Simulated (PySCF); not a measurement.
C5H9O2 (doublet state).
SMILES with atom numbers: `[CH2:1][C@H:2]([CH3:3])[O:4][C:5]([CH3:6])=[O:7]` (hydrogens: H8, H9 on C1; H10 on C2; H11, H12, H13 on C3; H14, H15, H16 on C6)

Computed geometry: GFN2-xTB, gas phase. This method treats the open shell by occupation alone, without spin polarisation.

(1) List the bond lengths, angles and torsions at this level.

## Answers

(1) 
```json
{"bond": "C1–C2", "length (bohr)": "2.771", "order": "single"}
{"bond": "C2–C3", "length (bohr)": "2.890", "order": "single"}
{"bond": "C2–O4", "length (bohr)": "2.735", "order": "single"}
{"bond": "O4–C5", "length (bohr)": "2.518", "order": "single"}
{"bond": "C5–C6", "length (bohr)": "2.848", "order": "single"}
{"bond": "C5=O7", "length (bohr)": "2.274", "order": "double"}
{"bond": "C1–H8, C1–H9", "length (bohr)": "2.024", "order": "single"}
{"bond": "C2–H10", "length (bohr)": "2.097", "order": "single"}
{"bond": "C3–H11, C3–H12, C3–H13", "length (bohr)": "2.054", "order": "single"}
{"bond": "C6–H14, C6–H15, C6–H16", "length (bohr)": "2.053", "order": "single"}
```

Bonds in one row agree within 0.02 bohr and their mean is given. Orders are formal, as drawn. A selection of angles:
```json
{"angle": "C2–C1–H8", "degrees": "120.4"}
{"angle": "H8–C1–H9", "degrees": "119.7"}
{"angle": "C1–C2–C3", "degrees": "113.5"}
{"angle": "C1–C2–O4", "degrees": "108.5"}
{"angle": "C1–C2–H10", "degrees": "111.4"}
{"angle": "C3–C2–O4", "degrees": "109.8"}
{"angle": "C3–C2–H10", "degrees": "107.9"}
{"angle": "O4–C2–H10", "degrees": "105.5"}
{"angle": "C2–C3–H11", "degrees": "110.0"}
{"angle": "H11–C3–H12", "degrees": "108.9"}
{"angle": "C2–O4–C5", "degrees": "117.6"}
{"angle": "O4–C5–C6", "degrees": "110.8"}
{"angle": "O4–C5–O7", "degrees": "124.2"}
{"angle": "C6–C5–O7", "degrees": "125.0"}
{"angle": "C5–C6–H14", "degrees": "110.1"}
{"angle": "H14–C6–H15", "degrees": "110.9"}
{"angle": "H14–C6–H16", "degrees": "108.4"}
{"angle": "H15–C6–H16", "degrees": "109.2"}
```

Dihedral angles: C1–C2–O4–C5 -144° (anticlinal); C2–O4–C5–C6 -178° (antiperiplanar).

The C–C distances run from 1.466 Å (C1–C2, drawn single) to 1.529 Å (C2–C3, drawn single), a spread of 0.063 Å. Of the pairs four or more bonds apart, O7···H10 is among the closest relative to their van der Waals radii: 2.23 Å, 82 % of the sum of Bondi's values. C5 (carbon bonded to C and 2 O) is planar (angles 125.0°, 124.2° and 110.8°, sum 360.0°, 0.00 Å off the plane of its three neighbours). The C–O distances run from 1.203 Å (C5=O7, drawn double) to 1.447 Å (C2–O4, drawn single), a spread of 0.244 Å. C1 (carbon bonded to C and 2 H) is planar (angles 120.4°, 119.8° and 119.7°, sum 359.9°, 0.02 Å off the plane of its three neighbours).

Point group: C1 (no symmetry element, even within 0.4 Å). Not checked by GFN2-xTB frequencies. Torsions: H–C1–C2–C3 -20° and 157°, C1–C2–O4–C5 -144°, C2–O4–C5–C6 -178°.

One conformer stands for the species.
